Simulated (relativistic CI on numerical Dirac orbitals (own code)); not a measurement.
# Line list: Electric-dipole lines, Xe⁴⁶⁺

Calculated at this level of theory: Dirac-Coulomb-Breit CI, orbitals from a KLI potential per configuration, a model potential for QED, unscaled Slater integrals (own radial code, finite nucleus).

Configuration list (outside the closed core 1s2): 2s2.2p4, 2s.2p5, 2p6, 2p5.3s, 2p5.3p, 2p5.3d, 2s2.2p3.3s, 2s2.2p3.3p, 2s2.2p3.3d, 2s.2p4.3s, 2s.2p4.3p, 2s.2p4.3d, 2s2.2p3.4s, 2s2.2p3.4p, 2s2.2p3.4d, 2s2.2p3.4f. Levels of other configurations are missing.

| λ vac (Å) | Lower | Upper | A (s⁻¹) | E lower (eV) | E upper (eV) |
| --- | --- | --- | --- | --- | --- |
| 2.4375 | 2s2.2p4 3P_1 [3] | 2s2.2p3.3d 3D°_2 [133] | 2.37e+14 | 334.17 | 5420.69 |
| 2.4454 | 2s2.2p4 1S_0 [2] | 2s2.2p3.3d 3D°_1 [76] | 4.01e+14 | 38.06 | 5108.19 |
| 2.4469 | 2s2.2p4 1D_2 [4] | 2s2.2p3.3d 1F°_3 [131] | 4.50e+14 | 351.02 | 5418.04 |
| 2.4472 | 2s2.2p4 3P_2 [1] | 2s2.2p3.3d 3D°_1 [60] | 2.76e+14 | 0.00 | 5066.38 |
| 2.4491 | 2s2.2p4 3P_2 [1] | 2s2.2p3.3d 3P°_2 [59] | 4.13e+14 | 0.00 | 5062.43 |
| 2.4495 | 2s2.2p4 3P_2 [1] | 2s2.2p3.3d 3D°_3 [58] | 4.58e+14 | 0.00 | 5061.66 |
| 2.4550 | 2s.2p5 1P°_1 [6] | 2s.2p4.3d 3P_1 [186] | 4.31e+14 | 648.78 | 5699.13 |
| 2.4558 | 2s.2p5 3P°_2 [5] | 2s.2p4.3d 3D_3 [171] | 3.21e+14 | 595.06 | 5643.70 |
| 2.4563 | 2s.2p5 3P°_2 [5] | 2s.2p4.3d 3P_2 [170] | 4.36e+14 | 595.06 | 5642.60 |
| 2.4576 | 2s.2p5 1P°_1 [6] | 2s.2p4.3d 3D_2 [184] | 3.84e+14 | 648.78 | 5693.77 |
| 2.4586 | 2s.2p5 3P°_2 [5] | 2s.2p4.3d 3S_1 [169] | 4.88e+14 | 595.06 | 5637.97 |
| 2.4599 | 2s2.2p4 3P_2 [1] | 2s2.2p3.3d 3G°_3 [54] | 1.13e+14 | 0.00 | 5040.25 |
| 2.4736 | 2s.2p5 3P°_2 [5] | 2s.2p4.3d 5F_3 [162] | 1.66e+14 | 595.06 | 5607.28 |
| 2.5928 | 2s2.2p4 3P_1 [3] | 2s2.2p3.3d 3P°_2 [77] | 2.99e+14 | 334.17 | 5116.08 |
| 2.6001 | 2s2.2p4 1D_2 [4] | 2s2.2p3.3d 3F°_3 [78] | 3.66e+14 | 351.02 | 5119.53 |
| 2.6017 | 2s2.2p4 3P_0 [7] | 2s2.2p3.3d 3D°_1 [141] | 8.26e+14 | 698.99 | 5464.52 |
| 2.6035 | 2s.2p5 3P°_2 [5] | 2s.2p4.3d 3D_3 [120] | 3.12e+14 | 595.06 | 5357.36 |
| 2.6068 | 2s2.2p4 3P_2 [1] | 2s2.2p3.3d 3D°_3 [25] | 5.85e+14 | 0.00 | 4756.18 |
| 2.6080 | 2s2.2p4 3P_1 [3] | 2s2.2p3.3d 3D°_2 [71] | 3.28e+14 | 334.17 | 5088.13 |
| 2.6083 | 2s2.2p4 1D_2 [4] | 2s2.2p3.3d 1D°_2 [75] | 4.62e+14 | 351.02 | 5104.42 |
| 2.6091 | 2s.2p5 3P°_1 [9] | 2s.2p4.3d 1D_2 [192] | 6.13e+14 | 969.54 | 5721.49 |
| 2.6098 | 2s2.2p4 1D_2 [4] | 2s2.2p3.3d 1F°_3 [74] | 3.36e+14 | 351.02 | 5101.66 |
| 2.6135 | 2s2.2p4 3P_2 [1] | 2s2.2p3.3d 3D°_2 [24] | 2.69e+14 | 0.00 | 4744.00 |
| 2.6218 | 2s.2p5 1P°_1 [6] | 2s.2p4.3d 1D_2 [125] | 6.12e+14 | 648.78 | 5377.67 |
| 2.6239 | 2s2.2p4 1S_0 [2] | 2s2.2p3.3d 3D°_1 [26] | 3.63e+14 | 38.06 | 4763.22 |
| 2.6285 | 2s.2p5 1P°_1 [6] | 2s.2p4.3d 3P_1 [123] | 4.18e+14 | 648.78 | 5365.72 |
| 2.6306 | 2s.2p5 3P°_0 [8] | 2s.2p4.3d 3P_1 [173] | 4.06e+14 | 937.21 | 5650.29 |
| 2.6307 | 2s.2p5 3P°_1 [9] | 2s.2p4.3d 3D_1 [181] | 4.15e+14 | 969.54 | 5682.48 |
| 2.6313 | 2s.2p5 3P°_2 [5] | 2s.2p4.3d 3D_2 [106] | 3.29e+14 | 595.06 | 5307.00 |
| 2.6337 | 2s.2p5 3P°_2 [5] | 2s.2p4.3d 3D_3 [105] | 2.91e+14 | 595.06 | 5302.60 |

Terms are leading LS components. Brackets give the number of a level in order of energy, since labels repeat. The list gives strong lines, with weight on those to low levels, without lines whose two gauges differ by over a factor of 2.5, among the lowest 200 of 342 levels, so that lines to higher ones, which can be the strongest, are missing. Levels whose partners in the same complex of configurations lie outside the list can be far off, and so can their lines. Rates are taken at the computed energies, electric ones in the length gauge.

At this charge energies of transitions that change n are usually good to better than 1 %, and those within a shell (Δn = 0) to a few per cent.

LS names give the leading component of a level, which can be under half, so a name can repeat, a term be missing and a line seem to break the LS rules.
